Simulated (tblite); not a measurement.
C5H9N2 (charge +1).
Atom-mapped SMILES: `[NH2:1]/[CH:2]=[CH:3]/[CH:4]=[CH:5]\[CH:6]=[NH2+:7]` (hydrogens: H8, H9 on N1; H10 on C2; H11 on C3; H12 on C4; H13 on C5; H14 on C6; H15, H16 on N7)
Bond orders are those of one Lewis drawing.

Computed with GFN2-xTB (tblite), gas phase: L-BFGS steps from a force-field or distance-geometry start until the largest atomic force falls under 0.01 eV/Å.

Geometry at step 7:
```
atom  x, y, z in Å
N1     -3.3348    0.0834    0.5129
C2     -2.2868   -0.5619    0.0326
C3     -0.9817   -0.1191    0.1009
C4      0.0701   -0.8559   -0.4248
C5      1.4229   -0.5235   -0.4172
C6      1.9519    0.6259    0.1307
N7      3.2354    0.9358    0.1337
H8     -3.2509    0.9747    0.9830
H9     -4.2598   -0.3066    0.4239
H10    -2.5021   -1.5078   -0.4496
H11    -0.7869    0.8245    0.5858
H12    -0.1764   -1.7946   -0.9003
H13     2.1084   -1.2210   -0.8740
H14     1.2987    1.3486    0.5984
H15     3.5681    1.7918    0.5485
H16     3.9162    0.3145   -0.2780
```

**Question.** What forces act on the atoms?

**Answer.** 
```
atom  Fx (eV/Å)  Fy (eV/Å)  Fz (eV/Å)
  N1     -0.012     -0.030     -0.008
  C2     -0.017      0.030     -0.003
  C3     -0.074      0.003      0.041
  C4      0.143      0.046     -0.017
  C5     -0.056     -0.019      0.009
  C6      0.036      0.087      0.039
  N7     -0.064     -0.040     -0.004
  H8      0.082     -0.064     -0.047
  H9     -0.023      0.029      0.018
 H10      0.040     -0.013     -0.008
 H11     -0.043      0.047      0.025
 H12     -0.062     -0.050     -0.010
 H13      0.028     -0.033     -0.026
 H14     -0.014      0.046      0.022
 H15      0.021     -0.015     -0.010
 H16      0.016     -0.023     -0.021
```

The largest, 0.15 eV/Å, acts on C4; the rms over all components is 0.043 eV/Å. The forces sum to zero within rounding, as they must for an isolated molecule in no field.

**Question.** Give the force on C4 in Eh/bohr and in nN.

**Answer.** 0.151 eV/Å ÷ 51.422 = 0.00294 Eh/bohr, and 0.151 eV/Å × 1.602 = 0.24 nN.

**Question.** How far is this geometry from the end of the optimisation?

**Answer.** 0.007 eV above it, and 0.039 Å rms away after alignment. The bonds farthest from their final lengths, with half the difference of the two atoms' forces along the bond (positive lengthens):

```csv
bond,now (Å),final (Å),force along bond (eV/Å)
C4=C5,1.393,1.390,-0.10
C4–H12,1.081,1.083,+0.06
C5–H13,1.079,1.081,+0.04
C5–C6,1.379,1.380,+0.07
```

The angle farthest from its final value is C2–N1–H8, 122.3° against 120.7°.

The cost below is that of the whole relaxation. Time: 0.17 s wall. Hardware: an Arm Neoverse V2 with one thread, shared host with 96 logical CPUs at a one-minute load of 53.
